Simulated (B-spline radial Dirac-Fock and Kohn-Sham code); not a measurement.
**K-line shifts caused by a second vacancy in Hf³⁸⁺**

System: Hf³⁸⁺ in the configuration [Ar] 3d10 4s2 4p4.

Input file task.json (cfg lists n, l and occupation; rrms is the nuclear radius in fm):

```json
{"items": [{
  "Z": 72,
  "q": 38,
  "cfg": [[1, 0, 2], [2, 0, 2], [2, 1, 6], [3, 0, 2], [3, 1, 6], [3, 2, 10], [4, 0, 2], [4, 1, 4]],
  "A": 180,
  "rrms": 5.347,
  "do": ["binding", "quiet", "double"]
}]}
```

Command: `python xray_run.py task.json out`

Calculated with a radial atomic solver, using Dirac-Fock energy differences between relaxed states, corrected for Breit and QED terms. Each two-hole energy is an average over J within one jj subconfiguration, not an observable level; in light atoms, where LS coupling holds, the j-resolved values are not observed lines, and for a K spectator the Kα1 hypersatellite is nearly forbidden. Correlation and solid-state effects are left out.

Lines without a spectator: Kα2 (K-L2) 54610.2 eV, Kβ3 (K-M2) 63050.6 eV. Shifts in eV with one spectator hole (a dash: not computed, or left out as unreliable):

```
spectator hole     Kα2      Kβ3
        K (1s)  +942.6  +1222.6
    L2 (2p1/2)  +119.8        –
    M2 (3p1/2)       –    +54.5
    M4 (3d3/2)   +5.50        –
    M5 (3d5/2)   +0.04        –
```
